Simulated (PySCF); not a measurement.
C5H9N3.
SMILES with atom numbers: `[CH3:1][CH:2]([CH3:3])[c:4]1[cH:5][n:6][n:7][nH:8]1` (hydrogens: H9, H10, H11 on C1; H12 on C2; H13, H14, H15 on C3; H16 on C5; H17 on N8)

Geometry (GFN2-xTB, Å), atoms numbered from 1 in this order:
```
atom  x, y, z in Å
C1    -1.289    1.232   -0.355
C2    -0.655   -0.161   -0.395
C3    -1.312   -1.086    0.633
C4     0.809   -0.064   -0.134
C5     1.546    0.385    0.943
N6     2.853    0.249    0.653
N7     2.980   -0.247   -0.514
N8     1.763   -0.448   -1.018
H9    -1.169    1.671    0.632
H10   -0.818    1.890   -1.083
H11   -2.351    1.168   -0.581
H12   -0.799   -0.587   -1.395
H13   -1.195   -0.679    1.635
H14   -2.374   -1.187    0.421
H15   -0.857   -2.073    0.608
H16    1.221    0.785    1.880
H17    1.639   -0.838   -1.939
```

Theory: PySCF, TDDFT wB97X-D/def2-SVPD, vertical, gas phase, core orbitals frozen in the response.

Kohn–Sham orbitals with the atoms that hold most of them (Löwdin shares over 4%, at most four atoms; ? is withheld):

```
orbital  ε (eV)                             atoms
 LUMO+2    2.59   H17 22%, H12 11%, H13 8%, H9 8%
 LUMO+1    2.02  H17 14%, H12 14%, C3 11%, C1 11%
   LUMO    1.94    N7 27%, N8 21%, C4 19%, N6 16%
   HOMO       ?                                 ?
 HOMO-1   -9.37                                 ?
 HOMO-2  -10.61    N8 34%, N6 32%, C5 12%, N7 10%
 HOMO-3  -11.32      N7 42%, N6 24%, C4 8%, C5 6%
```

Task: Give the leading atoms of the HOMO-1.

Result: N6 (bonded to C and N) 48%; N7 (bonded to 2 N) 28%; C5 (bonded to C, N and H) 10%; N8 (bonded to C, N and H) 8%. By element: nitrogen 84%, carbon 10% or more.

Task: Which atoms hold the HOMO, and with what shares?

Result: C5 (bonded to C, N and H) 26%; C4 (bonded to 2 C and N) 24%; N7 (bonded to 2 N) 23%; N6 (bonded to C and N) 7%. By element: carbon 50% or more, nitrogen 30% or more.

Task: What is the HOMO energy, and the HOMO–LUMO gap?

Result: ε(HOMO) = -9.12 eV; the gap is 11.06 eV (0.4064 hartree).

Task: The HOMO–LUMO gap is 11.06 eV. Where does the response calculation put the lowest singlet, and from which orbitals?

Result: S1 is at 5.85 eV (f = 0.0067), 5.20 eV below the gap, made of HOMO-1→LUMO (93%). Its leading pair isn't HOMO and LUMO; the energies of that pair differ by 11.31 eV. Without the coupling terms of the response equations the lowest excitation would equal the gap.

Task: Give energy, strength and leading configuration of S1, S2 and S4, and follow the Löwdin shares of the leading atoms from the occupied to the empty orbital.

Result: 
- S1 (5.85 eV, f 0.0067), HOMO-1→LUMO (93%): N6 48% → 16%, N7 28% → 27%, N8 8% → 21%
- S2 (6.75 eV, f 0.204), HOMO→LUMO (90%): C5 26% → at most 16%, C4 24% → 19%, N7 23% → 27%, N8 at most 8% → 21%
- S4 (7.26 eV, f 0.0082), HOMO→LUMO+1 (85%): C5 26% → at most 12%, C4 24% → at most 12%, H17 at most 8% → 14%, H12 at most 8% → 14%

Löwdin shares depend on the basis, the more so with diffuse functions.

One conformer stands for the species.
